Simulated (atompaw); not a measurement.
An all-electron radial function and its pseudo partner (phosphorus)

Columns: radius, all-electron u(r) and pseudo u(r) of the 3p shell (level -5.65 eV) of phosphorus in the configuration [Ne] 3s1.75 3p3.25; PBE, scalar-relativistic, PAW (atompaw) scheme, atompaw 4.2.0.5.

```json
{"r (bohr)": "0.071", "all-electron": "-0.0816", "pseudo": "0.0038"}
{"r (bohr)": "0.142", "all-electron": "-0.1980", "pseudo": "0.0151"}
{"r (bohr)": "0.213", "all-electron": "-0.2738", "pseudo": "0.0335"}
{"r (bohr)": "0.285", "all-electron": "-0.2987", "pseudo": "0.0590"}
{"r (bohr)": "0.356", "all-electron": "-0.2803", "pseudo": "0.0900"}
{"r (bohr)": "0.427", "all-electron": "-0.2314", "pseudo": "0.1260"}
{"r (bohr)": "0.498", "all-electron": "-0.1630", "pseudo": "0.1661"}
{"r (bohr)": "0.569", "all-electron": "-0.0839", "pseudo": "0.2092"}
{"r (bohr)": "0.640", "all-electron": "-0.0001", "pseudo": "0.2541"}
{"r (bohr)": "0.712", "all-electron": "0.0849", "pseudo": "0.3005"}
{"r (bohr)": "0.783", "all-electron": "0.1658", "pseudo": "0.3460"}
{"r (bohr)": "0.854", "all-electron": "0.2419", "pseudo": "0.3904"}
{"r (bohr)": "0.925", "all-electron": "0.3120", "pseudo": "0.4328"}
{"r (bohr)": "0.996", "all-electron": "0.3756", "pseudo": "0.4726"}
{"r (bohr)": "1.067", "all-electron": "0.4325", "pseudo": "0.5093"}
{"r (bohr)": "1.138", "all-electron": "0.4829", "pseudo": "0.5424"}
{"r (bohr)": "1.210", "all-electron": "0.5275", "pseudo": "0.5723"}
{"r (bohr)": "1.281", "all-electron": "0.5652", "pseudo": "0.5978"}
{"r (bohr)": "1.352", "all-electron": "0.5969", "pseudo": "0.6197"}
{"r (bohr)": "1.423", "all-electron": "0.6229", "pseudo": "0.6380"}
{"r (bohr)": "1.494", "all-electron": "0.6437", "pseudo": "0.6529"}
{"r (bohr)": "1.565", "all-electron": "0.6595", "pseudo": "0.6645"}
{"r (bohr)": "1.637", "all-electron": "0.6711", "pseudo": "0.6734"}
{"r (bohr)": "1.708", "all-electron": "0.6785", "pseudo": "0.6792"}
{"r (bohr)": "1.779", "all-electron": "0.6823", "pseudo": "0.6824"}
{"r (bohr)": "1.850", "all-electron": "0.6829", "pseudo": "0.6829"}
```

Q: How many radial nodes do the two functions have?

A: The all-electron 3p function has n − l − 1 = 1; the pseudo-wave has 0, since the states of the same l below it are removed with the core.

Q: Is the pseudo-wave norm-conserving?

A: No, it belongs to a PAW set: the norm inside the radius is not constrained, and the difference is carried by the augmentation charge.
